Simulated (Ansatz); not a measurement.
Ligand exchange: SiH2(CH3)Br + CH2Cl2 → SiH3(CH3) + CHBrCl2

Gas-phase species: SiH2(CH3)Br, singlet; CH2Cl2 (dichloromethane) `ClCCl`, singlet; SiH3(CH3) (methylsilane), singlet; CHBrCl2 (bromodichloromethane) `ClC(Cl)Br`, singlet. The partners trade Br for H: Si–Br and C–H bonds give way to Si–H and C–Br.

Shapes, held fixed at every level: PBE0-D4/def2-TZVP. Programs: Ansatz 0.2.0. The zero-point and thermal change to 298 K, harmonic and unscaled (PBE0-D4/def2-TZVP), is -10.1 kJ/mol.

Problem. Estimate ΔH(298 K) of this reaction.

Solution. The highest level, CCSD(T)/def2-TZVPP, gives ΔH(298 K) = +162.8 kJ/mol; the levels span +158.4 to +189.6. The column of differences is taken from that level and isn't an error. No measured value is set beside it here. Relativity is left out for Br. Outer-core shells of Br are correlated, in sets that cover them unevenly.

```tsv
level	kind	ΔH(298 K) (kJ/mol)	less CCSD(T)/def2-TZVPP
HF/def2-TZVPP	Hartree–Fock	+189.6	+26.8
r2SCAN0-D4/def2-TZVPP	global hybrid	+173.8	+11.0
wB97X-V/def2-TZVPP	range-separated hybrid	+166.4	+3.6
B2PLYP/def2-TZVPP	double hybrid	+165.4	+2.6
MP2/def2-SVP	perturbation theory	+161.0	-1.8
CCSD(T)/def2-SVP	coupled cluster or CI	+158.4	-4.4
CCSD/def2-SVP	coupled cluster or CI	+163.3	+0.5
CCSD(T)/def2-TZVPP	coupled cluster or CI	+162.8	0.0
```
